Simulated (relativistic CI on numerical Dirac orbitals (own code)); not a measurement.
d6 in a ligand field

Computed with a parametric ligand-field model of a d^n configuration (Racah B and C, spin-orbit zeta, crystal field), exact diagonalisation.

Field parameters in Wybourne normalisation: Oh B⁴₀ = 21Dq, B⁴₄ = √(5/14) B⁴₀; Td as Oh with Dq negative (B⁴₀ = 21Dq, B⁴₄ = √(5/14) B⁴₀). The field is a parameter set, without covalency.

Ground term and bands for B = 780, C = 3670, ζ = 0 cm⁻¹, Td, 10Dq = -6900 cm⁻¹?

Ground term 5E with 3.00 electrons in the two orbitals of the cubic e set. Spin-allowed: 5T2 6900 cm⁻¹ (1449 nm). Lowest spin-forbidden: 3T1 13647 cm⁻¹ (733 nm), 3E 18400 cm⁻¹ (543 nm), 3T1 19559 cm⁻¹ (511 nm).

Ground term and bands for B = 870, C = 4060, ζ = 0 cm⁻¹, Oh, 10Dq = 19550 cm⁻¹?

Ground term 1A1 with 0.07 electrons in the two orbitals of the cubic e set. Spin-allowed: 1T1 17198 cm⁻¹ (581 nm), 1T2 27374 cm⁻¹ (365 nm), 1T2 36340 cm⁻¹ (275 nm), 1E 36501 cm⁻¹ (274 nm). Lowest spin-forbidden: 5T2 4947 cm⁻¹ (2022 nm), 3T1 8417 cm⁻¹ (1188 nm), 3T2 13436 cm⁻¹ (744 nm).

Ground term and bands for B = 340, C = 1650, ζ = 0 cm⁻¹, Td, 10Dq = -3900 cm⁻¹?

Ground term 5E with 3.00 electrons in the two orbitals of the cubic e set. Spin-allowed: 5T2 3900 cm⁻¹ (2564 nm). Lowest spin-forbidden: 3T1 5400 cm⁻¹ (1852 nm), 3E 8247 cm⁻¹ (1212 nm), 3T1 8745 cm⁻¹ (1143 nm).

Ground term and bands for B = 400, C = 1930, ζ = 0 cm⁻¹, Oh, 10Dq = 19100 cm⁻¹?

Ground term 1A1 with 0.03 electrons in the two orbitals of the cubic e set. Spin-allowed: 1T1 17722 cm⁻¹ (564 nm), 1T2 23338 cm⁻¹ (428 nm), 1T2 36150 cm⁻¹ (277 nm), 1E 36546 cm⁻¹ (274 nm). Lowest spin-forbidden: 3T1 13662 cm⁻¹ (732 nm), 3T2 16441 cm⁻¹ (608 nm), 5T2 21588 cm⁻¹ (463 nm).

A d6 ion in Oh symmetry has the ground term 1A1 and bands at 3T1 12862 cm⁻¹ (777 nm), 5T2 14788 cm⁻¹ (676 nm), 3T2 18460 cm⁻¹ (542 nm), 1T1 20572 cm⁻¹ (486 nm), 1T2 31859 cm⁻¹ (314 nm), 1E 42920 cm⁻¹ (233 nm), 1T2 43065 cm⁻¹ (232 nm). Which parameters reproduce them?

B = 920, C = 3520, ζ = 0 cm⁻¹, Oh, 10Dq = 22700 cm⁻¹.
